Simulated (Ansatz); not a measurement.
Reaction (ligand exchange at a Ge–C bond): `[OH][GeH2][CH2][SiH](O)F` + CH₃NH₂ → `C[NH][GeH2][OH]` + `C[SiH](O)F`

Isolated molecules relaxed with PBE0-D4/def2-TZVP in Ansatz; ΔE leaves out vibrations. CCSD(T)/CBS adds triple-zeta CCSD(T) − MP2 to the extrapolated MP2 energy (def2 sets, frozen cores). DFT in def2-TZVPP. B3LYP here is the variant with VWN-RPA as its local correlation; programs differ in this. For Ge outer-core shells are correlated without core-valence functions, which leaves a few kJ/mol of doubt a bond. Scalar relativity is left out up to krypton. One conformer a species, not always the lowest.

```
        level  ΔE (eV)
       PBE-D4     0.04
      ωB97X-V     0.00
      ωB97M-V     0.03
       B2PLYP    -0.04
       r2SCAN     0.00
        B3LYP    -0.06
HF/def2-QZVPP    -0.15
MP2/CBS(def2)     0.01
```

(1) What does CCSD(T)/CBS give? (Estimate.)

Largest T1 diagnostic among the species: 0.012.

Results:

(1) Ansatz gave: +0.02 eV. The listed levels differ from it by 0.02, -0.02, 0.01, -0.06, -0.02, -0.08, -0.17, -0.01 eV.

The D4 term adds +0.07 eV with B3LYP and +0.04 eV with PBE0; it sums over pairs of atoms, weighted by their polarisabilities, and B3LYP, whose exchange is more repulsive, gets the larger term. In def2-TZVPP, CCSD(T) changes the Hartree–Fock value by +0.15 eV (the triples alone add +0.02 eV) and MP2 by +0.14 eV.
